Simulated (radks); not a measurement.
The numbers below are computed, except where a source is named.
Question: Mo, configuration [Kr] 4d5 5s1 (the NIST ground configuration). Level of theory: scalar-relativistic Kohn-Sham, BP86, spin-polarised, spherical densities, finite nucleus; open shells are filled with parallel spins first (spin-orbit coupling, left out, can overturn this in heavy ions); Fermi nuclear charge, rms radius 4.4091 fm (a radial shooting solver on a logarithmic mesh with Libxc functionals). Some entries of the table are withheld. Estimate them.

orbital,occ.,eigenvalue (eV),r(max) (bohr),<1/r> (bohr^-1)
1s up,1,-19825.72,0.02287,43.55
1s down,1,-19825.71,0.02287,43.55
2s up,1,-2799.733,0.1296,9.805
2s down,1,-2799.264,0.1296,9.806
2p up,3,-2502.871,0.1036,9.533
2p down,3,-2502.520,0.1036,9.534
3s up,1,-476.0743,0.3836,3.366
3s down,1,-475.8119,0.3836,3.365
3p up,3,-378.8271,0.3771,3.201
3p down,3,-378.5339,0.3772,3.201
3d up,5,(1),(2),2.968
3d down,5,(3),(4),2.968
4s up,1,(5),0.9906,1.226
4s down,1,(6),0.9854,1.238
4p up,3,-39.1878,1.074,1.082
4p down,3,-36.3574,1.067,1.094
5s up,1,-4.7702,2.884,0.3709
4d up,5,-4.6528,1.394,0.6948

Answer: 
(1) 3d up eigenvalue (eV): -220.6343
(2) 3d up r(max) (bohr): 0.3224
(3) 3d down eigenvalue (eV): -220.1906
(4) 3d down r(max) (bohr): 0.3226
(5) 4s up eigenvalue (eV): -64.9383
(6) 4s down eigenvalue (eV): -62.4041
